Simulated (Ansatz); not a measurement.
Ga6As6H18, a cluster cut from wurtzite GaAs (hydrogen-capped). Total charge 0; triplet. Geometry PBE-D4/def2-SVP, that of the neutral singlet; atoms count from 1.

```xyz
30

As   -2.7699    0.3782   -0.8166
Ga   -1.9384   -1.9458   -0.3368
Ga    0.3585   -0.2711   -3.2658
As    0.2106   -2.0574   -1.4999
As   -1.3089   -1.5753    2.0694
Ga    2.0684   -2.5644    0.1195
Ga   -1.2641    2.3827   -0.6207
As    0.7931    1.6873   -1.7469
As   -0.7264    2.1493    1.8246
Ga    0.4360    0.1110    2.7291
Ga    2.7504    1.8075   -0.1705
As    2.2642   -0.2777    1.1511
H    -3.3368    0.3737   -2.2286
H    -4.0787    0.6307   -0.0706
H    -3.0860   -3.0164   -0.4807
H    -1.0985   -0.0840   -3.8668
H     1.6501   -0.5278   -4.1339
H    -0.0072   -3.3588   -2.2721
H    -2.5659   -1.3835    2.9156
H    -0.8814   -2.9191    2.6401
H     1.4725   -3.5272    1.2318
H     3.3840   -2.8611   -0.6982
H    -2.0352    3.7235   -0.9226
H     0.9660    2.8835   -2.6831
H    -1.9635    2.4614    2.6644
H     0.1033    3.3602    2.2248
H     0.6119    0.1871    4.2935
H     4.0757    1.5821   -0.9957
H     2.4997    3.0415    0.7959
H     3.4165   -0.3901    2.1496
```

Single mean-field runs in def2-TZVP are fitted with def2-universal-jkfit. At PBE0-D4/def2-TZVP a singlet of charge 0 lies 4.78 eV below the triplet at the same geometry.

**Question.** Estimate the Mulliken populations of the heavy atoms from the PBE0/def2-TZVP orbitals of Ansatz.

**Answer.** 
```json
{"atom": "As1", "charge (e)": "-0.26", "spin (α − β)": "0.02"}
{"atom": "Ga2", "charge (e)": "0.32", "spin (α − β)": "0.04"}
{"atom": "Ga3", "charge (e)": "0.23", "spin (α − β)": "0.00"}
{"atom": "As4", "charge (e)": "-0.40", "spin (α − β)": "0.06"}
{"atom": "As5", "charge (e)": "-0.26", "spin (α − β)": "0.10"}
{"atom": "Ga6", "charge (e)": "0.24", "spin (α − β)": "0.08"}
{"atom": "Ga7", "charge (e)": "0.32", "spin (α − β)": "0.04"}
{"atom": "As8", "charge (e)": "-0.40", "spin (α − β)": "0.06"}
{"atom": "As9", "charge (e)": "-0.26", "spin (α − β)": "0.10"}
{"atom": "Ga10", "charge (e)": "0.30", "spin (α − β)": "0.06"}
{"atom": "Ga11", "charge (e)": "0.24", "spin (α − β)": "0.08"}
{"atom": "As12", "charge (e)": "-0.28", "spin (α − β)": "0.63"}
```
Mulliken values depend strongly on the basis.

**Question.** Where does the spin sit?

**Answer.** Summed by element: As 0.96, Ga 0.30, H 0.74, of 2 unpaired in all. Largest on single atoms: As12 0.63, H29 0.10, H26 0.10.

**Question.** And the Mayer bond orders between heavy atoms (over 0.3)?

**Answer.** As1–Ga2 0.69 (2.51 Å); As1–Ga7 0.69 (2.51 Å); Ga2–As4 0.84 (2.45 Å); Ga2–As5 0.68 (2.51 Å); Ga3–As4 0.65 (2.52 Å); Ga3–As8 0.65 (2.52 Å); As4–Ga6 0.72 (2.52 Å); As5–Ga10 0.70 (2.51 Å); Ga6–As12 0.52 (2.52 Å); Ga7–As8 0.84 (2.45 Å); Ga7–As9 0.68 (2.51 Å); As8–Ga11 0.72 (2.52 Å); As9–Ga10 0.70 (2.51 Å); Ga10–As12 0.83 (2.45 Å); Ga11–As12 0.52 (2.52 Å).
